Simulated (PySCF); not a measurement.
**Diatomics of Sn with group 14**

r²SCAN with triple-zeta basis sets in PySCF, for the lowest determinant that a PBE0 search found; no spin–orbit coupling. De refers to high-spin ground-configuration atoms. A positive dipole means M(−)Sn(+).

```csv
M,basis,state (unpaired electrons),Re (Å),ωe (cm⁻¹),De (eV),μ (D)
C,def2-TZVPP,"triplet (σ ↑, π ↑)",2.013,641,3.34,2.37
Si,def2-TZVPP,triplet (π ↑↑),2.520,346,2.83,1.04
Sn,x2c-TZVPPall,triplet (π ↑↑),2.764,192,2.55,n/a
```

The shortest bond is that of SnC (2.013 Å), the longest that of Sn2 (2.764 Å). SnC is bound most strongly (3.34 eV) and Sn2 least (2.55 eV).

The rows differ in basis set, which adds steps of its own.

The state changes along the series, so neighbouring rows are not always alike in their bonding.

These are scalar-relativistic numbers at best; spin–orbit coupling would shift them, the dissociation energy most. States were picked by a PBE0 search and need not be the measured ground states.
